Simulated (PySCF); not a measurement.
How methods differ on the excitation energy of Sc⁺

Sc⁺ [Ar] 3d1 4s1 (3D) → Sc⁺ [Ar] 3d2 (3F), as a difference of total energies. All numbers are calculated (PySCF 2.14, the non-relativistic Hamiltonian (point nucleus), in def2-QZVPPD (11s6p5d3f2g, 93 functions)). Correlated levels: valence: [Ar] frozen; valence and next inner shell: [Ne] frozen. The calculations carry no spin-orbit coupling.

Problem. Order these methods by the excitation energy they give, lowest first.
A. r2SCAN0
B. PBE0
C. SCS-MP2 (valence)
D. SCS-MP2 (valence and next inner shell)

Solution. A (0.088 eV), B (0.142 eV), D (0.634 eV), C (0.739 eV).

These non-relativistic numbers lack the scalar-relativistic shift.

Errors of the correlated levels include the incompleteness of this basis and the frozen core.

For comparison: 0.596 eV (measured; NIST levels, between the centres of gravity of the two terms).
